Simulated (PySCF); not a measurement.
Species: CH9NSeSi2.
Cartesian coordinates in Å at the PBE0-D3(BJ)/def2-SVP level; atoms count from 1:
```xyz
14
CH9NSeSi2 angstrom
C     -1.7948   -0.9391    0.2792
Si    -0.8348    0.5177   -0.3911
N     -0.2945    1.4458    0.9644
Se     1.0342   -0.1158   -1.5641
Si     2.2613   -0.4779    0.3274
H     -2.6786   -0.5989    0.8436
H     -2.1421   -1.5806   -0.5441
H     -1.1646   -1.5450    0.9475
H     -1.6546    1.2554   -1.4037
H     -0.8066    1.4243    1.8388
H      0.2070    2.3180    0.8427
H      3.4247   -1.3072   -0.1093
H      1.4858   -1.2375    1.3521
H      2.7808    0.7853    0.9269
```

The calculation used core-valence-separated Tamm–Dancoff BHandHLYP/aug-pcX-1 (pcseg-1 on H, def2-SVPD on Si, def2-SVPD on Se) in PySCF, non-relativistic, gas phase, PBE0-D3(BJ)/def2-SVP geometry. BHandHLYP without relativity tends to put these K edges a few eV too low, so spacings mean more than positions.

The lowest roots of each edge with f over 0.003 (five at most, numbered afresh; weaker and dark ones are left out), with transition dipoles (au) in the frame of the coordinates:

```json
{"root": "1", "edge": "C", "E (eV)": "285.15", "f": "0.0050", "μx": "-0.0203", "μy": "-0.0086", "μz": "0.0154"}
{"root": "2", "edge": "C", "E (eV)": "285.80", "f": "0.0239", "μx": "0.0003", "μy": "-0.0397", "μz": "-0.0429"}
{"root": "3", "edge": "C", "E (eV)": "285.97", "f": "0.0163", "μx": "-0.0475", "μy": "0.0001", "μz": "-0.0081"}
{"root": "4", "edge": "C", "E (eV)": "286.01", "f": "0.0185", "μx": "0.0288", "μy": "-0.0381", "μz": "0.0189"}
{"root": "5", "edge": "C", "E (eV)": "286.44", "f": "0.0060", "μx": "-0.0057", "μy": "0.0104", "μz": "0.0267"}
{"root": "6", "edge": "N", "E (eV)": "399.05", "f": "0.0072", "μx": "-0.0102", "μy": "0.0209", "μz": "0.0138"}
{"root": "7", "edge": "N", "E (eV)": "400.04", "f": "0.0316", "μx": "0.0324", "μy": "0.0341", "μz": "-0.0319"}
{"root": "8", "edge": "N", "E (eV)": "400.57", "f": "0.0212", "μx": "0.0224", "μy": "0.0097", "μz": "0.0395"}
{"root": "9", "edge": "N", "E (eV)": "400.71", "f": "0.0104", "μx": "0.0271", "μy": "-0.0180", "μz": "0.0000"}
{"root": "10", "edge": "N", "E (eV)": "401.17", "f": "0.0057", "μx": "-0.0130", "μy": "-0.0133", "μz": "-0.0153"}
```

Task: Molecules are fixed in this frame and the field points along (1, 0, −1)/√2. What effective strengths 3 f cos²θ do the roots have (θ between field and μ)?

Result: root 1 (C1): 0.013, root 2 (C1): 0.020, root 3 (C1): 0.016, root 4 (C1): 0.001, root 5 (C1): 0.011, root 6 (N3): 0.008, root 7 (N3): 0.061, root 8 (N3): 0.004, root 9 (N3): 0.011, root 10 (N3): 0.000. Root 7 is the strongest. Averaged over all orientations cos²θ is 1/3, which gives f back.

 Relativistic effects, spin–orbit coupling among them, are left out although an element past zinc is present.

One conformer stands for the species.
